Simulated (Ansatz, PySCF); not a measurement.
Species: CH$_{3}$O$_{2}$, charge 0, multiplicity 2. It need not be the lowest isomer of its formula. SMILES: [O]CO
Structure (B3LYP-D3(BJ)/def2-TZVP (Ansatz, an electronic-structure program) minimum search):
```
C
O 1 1.3207
O 1 1.4050 2 117.95
H 3 0.9661 1 107.56 2 23.18
H 1 1.1083 2 110.95 3 -124.14
H 1 1.1198 5 104.24 2 113.47
```
Charge 0, spin multiplicity 2.

Property: atomisation energy (electronic, to ground-state atoms), in kcal/mol. Valence correlation only, unless marked. Open shells are spin-unrestricted. No spin-orbit coupling. No relativistic terms. The coupled-cluster limit lacks core correlation, which all-electron functionals hold. Basis-set limits of correlation are two-point, X^-3; Hartree-Fock from the larger set. The bracket is a focal-point correction in the basis named.

| level | program | atomisation energy (kcal/mol) |
|---|---|---|
| HF/cc-pVTZ | Ansatz | 341.8 |
| SVWN5/def2-TZVPD | Ansatz | 610.2 |
| BLYP/def2-TZVPD | Ansatz | 514.3 |
| TPSS-D3(BJ)/def2-TZVPD | PySCF + dftd3 | 513.2 |
| TPSS-D4/def2-TZVPD | PySCF + dftd4 | 513.2 |
| PBE0/def2-SVP | Ansatz | 512.7 |
| PW6B95-D3(BJ)/def2-TZVPD | PySCF + dftd3 | 509.2 |
| PW6B95/def2-TZVPD | PySCF | 508.6 |
| MN15/def2-TZVPD | PySCF | 511.6 |
| HSE06/def2-TZVPD | Ansatz | 510.0 |
| CAM-B3LYP-D4/def2-TZVPD | Ansatz + dftd4 | 512.5 |
| CAM-B3LYP/def2-TZVPD | Ansatz | 511.5 |
| B2GP-PLYP-D3(BJ)/def2-TZVPD | Ansatz + dftd3 | 498.1 |
| MP2/cc-pVDZ | Ansatz | 466.3 |
| RI-MP2/CBS(cc-pVTZ,cc-pVQZ)+[CCSD(T)-MP2]/cc-pVTZ | Ansatz | 507.1 |
